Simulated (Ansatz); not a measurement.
Species: CH3Si, net charge 0, doublet state. It need not be the lowest isomer of its formula. 
Coordinates optimised at B3LYP-D3(BJ)/def2-TZVP (Ansatz, an electronic-structure program):
```
C
H 1 1.0932
H 1 1.0932 2 109.47
H 1 1.1026 2 106.58 3 -114.91
Si 1 1.8983 2 114.66 4 -114.60
```
Charge 0, spin multiplicity 2.

Wanted: vertical electron affinity (to the triplet state of charge -1; a negative value means that the extra electron is unbound and the number depends on the basis; each state is the SCF solution reached for its spin), in eV. Valence correlation only, unless marked. UHF or UKS for open shells. No spin-orbit coupling. No relativistic terms. Anions need diffuse functions: aug- sets have them; def2-D sets add few. CBS marks a two-point X^-3 extrapolation of the correlation energy; Hartree-Fock from the larger set. The bracket is a focal-point correction in the basis named.

RI-MP2/CBS(aug-cc-pV(T+d)Z,aug-cc-pV(Q+d)Z)+[CCSD(T)-MP2]/aug-cc-pV(T+d)Z (Ansatz) gives 0.80 eV.

Another calculation gave 0.48 eV. Which level was it?
(A) BHLYP/def2-TZVPD (Ansatz)
(B) CAM-B3LYP/def2-TZVPD (Ansatz)
(C) PBE0/def2-TZVPD (Ansatz)

A, BHLYP/def2-TZVPD (Ansatz). The others give 0.71 (PBE0), 0.59 (CAM-B3LYP) eV.
